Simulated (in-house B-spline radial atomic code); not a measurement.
Results of a calculation; reference values are marked as such.
**Making a Troullier-Martins d channel for Co, r_c = 2.5 bohr**

Co, [Ar] 3d7 4s2, non-relativistic LDA (VWN5), spherical and spin-unpolarised, from an all-electron radial atomic-structure program (B-spline basis) (atomic units). The all-electron 3d level is ε = -0.322368 hartree and its outer maximum at 0.66 bohr.

Inside r_c the pseudo-orbital is u(r) = r^3 exp(p(r)), with p = c0 + c2 r² + c4 r⁴ + … + c12 r¹². The seven coefficients follow from p and its first four derivatives at r_c, from zero curvature of the screened potential at the origin, c4 = −c2²/(2l + 5), and from the norm inside r_c. At r_c the all-electron orbital has P = 0.2422319, P' = -0.2045253, the screened potential V = -0.4361802, V' = 0.3658553, V'' = -0.4826327, and the norm inside is Q = 0.9649133.

(1) What are p, p' and p'' at r_c?

For a trial c2 the five matching conditions are linear in c0, c6, c8, c10 and c12, and c2 is varied until the norm inside r_c equals Q. The root nearest zero gives:

```tsv
n	c_n
0	1.511076
2	-1.372314
4	-0.2092496
6	0.1442606
8	-0.02766144
10	0.002393384
12	-7.992607e-05
```

(2) Check c4 and p(r_c), and find the screened pseudopotential at the origin.

Orbitals and screened potentials:

```
r (bohr)       P        u  V all-electron  V pseudo
    0.25  0.4564  0.06494          -52.76    -9.902
   0.625  0.9521   0.6319          -10.22    -9.053
     1.0  0.8332     1.05           -3.54    -5.955
   1.375  0.6278   0.8184           -1.67    -2.001
    1.75  0.4583   0.5035         -0.9521   -0.1149
   2.125  0.3329   0.3351         -0.6172   -0.2471
     2.5  0.2422   0.2422         -0.4362   -0.4362
```

Logarithmic derivatives P'/P at R = 2.8 bohr, for energies E around ε:

```csv
E − ε (hartree),all-electron,pseudo
-0.5,1.28242,1.33517
-0.25,1.00205,1.06152
-0.1,0.635172,0.684749
0,-0.838817,-0.838817
0.1,1.92891,2.20148
0.25,1.10848,1.29378
0.5,0.684654,0.904917
```

Answers

(1) p = ln(P/r_c^3) = ln(0.2422319/15.625) = -4.16673. p' = P'/P − 3/r_c = -0.84434 − 1.20000 = -2.04434. The radial equation gives p'' = 2(V − ε) − 2(3) p'/r_c − p'² = -0.22762 − (-4.90641) − 4.17931 = 0.49947. Differentiating, p''' = 2V' + 2(3)p'/r_c² − 2(3)p''/r_c − 2p'p'' = -0.38741, and p'''' = 2V'' − 4(3)p'/r_c³ + 4(3)p''/r_c² − 2(3)p'''/r_c − 2p''² − 2p'p''' = 0.41062.

(2) −c2²/9 = -0.20925, as listed. The terms c_n r_c^n are 1.51108, -8.57696, -8.17381, 35.21986, -42.20802, 22.82509, -4.76397, which sum to -4.16673. Inverting the radial equation, V_l(r) = ε + 3 p'/r + (p'' + p'²)/2, so V_l(0) = ε + (2l + 3) c2 = -0.322368 + 7 × (-1.37231) = -9.9286 hartree, finite where the all-electron potential diverges.
